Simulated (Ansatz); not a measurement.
Cartesian coordinates in Å:
```
O 0.055 0.664 -2.247
Sn -0.827 -0.086 -0.642
N 0.235 0.511 1.101
Al 0.419 -1.210 1.273
H 0.954 0.345 -2.355
H -2.332 0.714 -0.804
H 0.439 1.410 1.511
H 1.057 -2.348 2.164
```

Total charge 0; spin multiplicity 1. Sn: def2 effective core potential.

Q: List the r2SCAN/def2-TZVPP orbital energies in eV (Ansatz). (Estimate.)

A: Computed: Occupied: -1517.44, -514.97, -384.58, -136.82, -110.94, -91.69, -91.61, -91.57, -71.24, -71.14, -71.02, -26.60, -26.11, -26.03, -25.97, -25.92, -24.30, -20.49, -13.20, -11.90, -10.06, -9.42, -8.25, -7.62, -7.01, -6.52, -5.81. Lowest empty: -1.91, -1.83, -0.72, 0.05, 0.81, 1.62, 2.30, 2.39.
